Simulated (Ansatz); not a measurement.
CNS, SMILES `[C-]#[N+][S+]` (lower triplet) (charge 1, multiplicity 3). The linear singlet lies higher and needs more than one determinant, so no gap is given.

Cartesian coordinates (Å):
```xyz
3

C     -1.3301    -0.0005     0.0000
N     -0.1074     0.0000     0.0000
S      1.4375     0.0005     0.0000
```
Charge +1, spin multiplicity 3.

Frozen-core energies in 6-31g from Ansatz (a quantum-chemistry and plane-wave program) at a geometry from B3LYP-D3(BJ)/def2-TZVP; the HF reference has <S^2> = 2.03 and the T1 diagnostic is 0.025.

| level | energy (Ha) |
|---|---|
| HF | -489.32594 |
| MP2 | -489.53073 |
| CCSD | -489.54711 |
| CCSD(T) | -489.55767 |

Question: Estimate the energies of CCSDT, CCSDT(Q) and CCSDTQ, and give each level's difference from CCSDTQ.

Answer: 
```json
[
 {"level": "MP2", "energy (Ha)": "-489.53073", "difference from CCSDTQ (mHa)": "28.73"},
 {"level": "CCSD", "energy (Ha)": "-489.54711", "difference from CCSDTQ (mHa)": "12.35"},
 {"level": "CCSD(T)", "energy (Ha)": "-489.55767", "difference from CCSDTQ (mHa)": "1.79"},
 {"level": "CCSDT", "energy (Ha)": "-489.55859", "difference from CCSDTQ (mHa)": "0.87"},
 {"level": "CCSDT(Q)", "energy (Ha)": "-489.55952", "difference from CCSDTQ (mHa)": "-0.06"},
 {"level": "CCSDTQ", "energy (Ha)": "-489.55946", "difference from CCSDTQ (mHa)": "0.00"}
]
```
